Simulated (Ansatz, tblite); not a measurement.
Removing and adding an electron: `FC(F)(F)c1sc(-c2sc(-c3sc(C(F)(F)F)c4c3OCCO4)c3c2OCCO3)c2c1OCCO2`. Total charge 0; singlet. Geometry: PBE-D4/def2-SVP. Ansatz, gas phase; energy differences of separate SCF runs; the oxidised species was run as a doublet alone; the reduced species was run as a doublet alone.

```
atom   x (Å)   y (Å)   z (Å)
  F1   7.217   1.351  -1.727
  C2   6.191   1.161  -2.595
  F3   6.660   0.338  -3.567
  F4   5.921   2.360  -3.174
  C5   4.978   0.615  -1.925
  S6   3.468   1.488  -1.953
  C7   2.664   0.257  -0.992
  C8   1.274   0.334  -0.648
  S9   0.463  -0.902   0.301
 C10  -1.095  -0.097   0.169
 C11  -2.265  -0.672   0.781
 S12  -2.479  -2.413   0.831
 C13  -3.998  -2.276   1.668
 C14  -4.749  -3.485   2.113
 F15  -4.905  -3.525   3.461
 F16  -5.995  -3.543   1.581
 F17  -4.094  -4.618   1.747
 C18  -4.334  -0.948   1.885
 C19  -3.348  -0.035   1.387
 O20  -3.456   1.313   1.549
 C21  -4.797   1.710   1.845
 C22  -5.396   0.833   2.937
 O23  -5.463  -0.537   2.520
 C24  -0.973   1.082  -0.565
 C25   0.361   1.326  -1.009
 O26   0.709   2.417  -1.750
 C27  -0.428   3.060  -2.339
 C28  -1.561   3.190  -1.328
 O29  -2.009   1.905  -0.888
 C30   3.562  -0.763  -0.673
 C31   4.874  -0.564  -1.201
 O32   5.885  -1.451  -1.008
 C33   5.593  -2.399   0.026
 C34   4.167  -2.922  -0.087
 O35   3.222  -1.857   0.069
 H36  -5.421   1.652   0.923
 H37  -4.749   2.767   2.176
 H38  -4.784   0.911   3.865
 H39  -6.434   1.142   3.168
 H40  -0.771   2.476  -3.223
 H41  -0.086   4.057  -2.680
 H42  -1.222   3.792  -0.453
 H43  -2.436   3.690  -1.787
 H44   5.744  -1.924   1.023
 H45   6.324  -3.223  -0.089
 H46   4.018  -3.414  -1.076
 H47   3.953  -3.656   0.713
```

The xTB rows come from tblite. Correlated methods freeze 47 core orbitals. Single mean-field runs in def2-SVP are fitted with def2-universal-jkfit.

```json
{"level": "GFN1-xTB", "−HOMO (eV)": "10.72", "vertical IE (eV)": "12.58", "−LUMO (eV)": "8.70", "vertical EA (eV)": "6.86", "HOMO–LUMO gap (eV)": "2.02", "IE − EA (eV)": "5.73", "remarks": "–"}
{"level": "PBE-D4/def2-SVP", "−HOMO (eV)": "4.51", "vertical IE (eV)": "6.30", "−LUMO (eV)": "2.36", "vertical EA (eV)": "0.67", "HOMO–LUMO gap (eV)": "2.15", "IE − EA (eV)": "5.63", "remarks": "HOMO above zero (-1 doublet)"}
{"level": "PBE-QIDH/def2-SVP", "−HOMO (eV)": "–", "vertical IE (eV)": "–", "−LUMO (eV)": "–", "vertical EA (eV)": "0.49", "HOMO–LUMO gap (eV)": "–", "IE − EA (eV)": "–", "remarks": "spin-contaminated (⟨S²⟩ 0.88) (-1 doublet)"}
```

(1) Estimate the rows for GFN2-xTB, PBE0-D4/def2-SVP.

Results:

(1) 
```tsv
level	−HOMO (eV)	vertical IE (eV)	−LUMO (eV)	vertical EA (eV)	HOMO–LUMO gap (eV)	IE − EA (eV)	remarks
GFN2-xTB	10.23	12.05	8.29	6.51	1.94	5.55	–
PBE0-D4/def2-SVP	5.51	6.71	1.91	0.78	3.60	5.93	HOMO above zero (-1 doublet)
```

Run but left out: PBE-QIDH/def2-SVP (charge +1 doublet: ⟨S²⟩ 0.97, where a pure state has 0.75).   A HOMO above zero means that the electron is unbound at that level or that self-interaction error raises the level; the energy of removing that electron tells which. Raw xTB energy differences between charge states are shifted by several eV; the methods need an empirical correction for them. Sets without diffuse functions give affinities that are too small.
